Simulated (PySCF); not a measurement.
A species of formula C4H15NSSi2 has this rotational fingerprint, computed with PBE0/pcSseg-1 in PySCF (dipole) on a GFN2-xTB geometry, gas phase:

* Rotational constants: A = 3263, B = 468.2, C = 455.1 MHz
* Dipole components: |μa| = 0.85 D, |μb| = 0.67 D, |μc| = 0.07 D
* Inertial defect: -124.06 u·Å²
* κ: -0.99

Question: Which candidate fits, each taken in the one conformer that was computed?
A. `[CH3:1][C:2]([CH3:3])([CH3:4])[S:5][SiH2:6][NH:7][SiH3:8]` with C2–S5–Si6–N7 -168°, S5–Si6–N7–Si8 -175°
B. `[CH3:1][S:2][Si@@H:3]([SiH3:4])[NH:5][CH:6]([CH3:7])[CH3:8]` with C1–S2–Si3–Si4 -49°, S2–Si3–N5–C6 -173°, Si3–N5–C6–C7 -87°
C. `[CH3:1][CH2:2][CH2:3][NH:4][Si@H:5]([SiH3:6])[S:7][CH3:8]` with C1–C2–C3–N4 -61°, C2–C3–N4–Si5 -76°, C3–N4–Si5–Si6 -58°, N4–Si5–S7–C8 180°
D. `[CH3:1][S:2][C@@H:3]([CH3:4])[Si@@H:5]([CH3:6])[SiH2:7][NH2:8]` with C1–S2–C3–C4 80°, S2–C3–Si5–C6 176°, C3–Si5–Si7–N8 75°, Si5–Si7–N8–H -43° and 178°

Answer: A. It is CC(C)(C)S[SiH2]N[SiH3], a near-prolate asymmetric top, point group C1. The candidates at the same level (rigid rotor, commonest isotopes):

```json
{"SMILES": "CCCN[Si@H]([SiH3])SC", "A (MHz)": "1499", "B (MHz)": "668.7", "C (MHz)": "510.3", "μa (D)": "0.87", "μb (D)": "0.35", "μc (D)": "0.96", "Δ (u·Å²)": "-102.71", "point group": "C1", "rotor": "asymmetric top"}
{"SMILES": "CS[Si@@H]([SiH3])NC(C)C", "A (MHz)": "1406", "B (MHz)": "711.7", "C (MHz)": "606.3", "μa (D)": "1.95", "μb (D)": "0.12", "μc (D)": "1.19", "Δ (u·Å²)": "-235.93", "point group": "C1", "rotor": "asymmetric top"}
{"SMILES": "CS[C@@H](C)[Si@@H](C)[SiH2]N", "A (MHz)": "1392", "B (MHz)": "797.1", "C (MHz)": "594.3", "μa (D)": "1.42", "μb (D)": "0.91", "μc (D)": "0.78", "Δ (u·Å²)": "-146.72", "point group": "C1", "rotor": "asymmetric top"}
{"SMILES": "CC(C)(C)S[SiH2]N[SiH3]", "A (MHz)": "3263", "B (MHz)": "468.2", "C (MHz)": "455.1", "μa (D)": "0.85", "μb (D)": "0.67", "μc (D)": "0.07", "Δ (u·Å²)": "-124.06", "point group": "C1", "rotor": "near-prolate asymmetric top"}
```

`CS[C@@H](C)[Si@@H](C)[SiH2]N` has B 70 % too high; `CS[Si@@H]([SiH3])NC(C)C` has A 57 % too low; `CCCN[Si@H]([SiH3])SC` has A 54 % too low. No structure here is proved a minimum.
